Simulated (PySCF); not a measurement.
Two-component Hartree-Fock for Br (bromine, neutral)

Start: [Ar] 3d10 4s2 4p5; 4p1/2 filled at m_j = -1/2, +1/2; 4p3/2 filled at m_j = -1/2, +1/2, +3/2. Calculated with PySCF 2.14 in x2c-TZVPall-2c with one added diffuse shell each of s, p, d type (7s8p5d1f, 63 functions): generalised Hartree-Fock with the X2C-1e Hamiltonian and a Gaussian nucleus; one run each with spin-orbit coupling (SO) switched off, then screened by Boettger's factors.

```csv
spinor shell,electrons,"ε, spin-free (eV)","ε, screened SO (eV)",weight of nominal j (screened SO),"rms radius, screened SO (bohr)"
1s1/2,2,-13557.5,-13557.1,1.000,0.0492
2s1/2,2,-1825.9,-1825.7,1.000,0.205
2p1/2,2,-1605.1,-1637.7,1.000,0.180
2p3/2,4,-1605.1,-1589.5,1.000,0.184
3s1/2,2,-277.47,-277.39,1.000,0.588
3p1/2,2,-205.39,-210.36,1.000,0.600
3p3/2,4,-205.39,-202.92,1.000,0.611
3d3/2,4,-85.850,-86.494,0.996,0.649
3d5/2,6,-85.850,-85.316,0.997,0.652
4s1/2,2,-27.788,-27.760,1.000,1.83
4p1/2,2,-12.445,-12.965,0.749,2.25
4p3/2,3,-12.445,-12.127,0.832,2.30
```

| quantity | spin-free | screened SO |
| --- | --- | --- |
| E (hartree) | -2604.33869 | -2604.48372 |
| M_J | 3/2 | 3/2 |
| ⟨J²⟩ | 3.762 | 3.762 |
| ⟨L²⟩ | 2.008 | 2.012 |
| ⟨S²⟩ | 0.754 | 0.757 |

Each row is a mean over spinors that exchange with the open shell spreads, by up to 2.915 eV (4s1/2).

Rows whose weight is well below 1 are mixtures of j = l ± 1/2: exchange outweighs spin-orbit coupling there, and the label is only the starting occupation.

Without spin-orbit coupling the j labels of p, d and f shells carry no meaning; the spin-free column gives the mean over the occupied spinors of each nl shell.
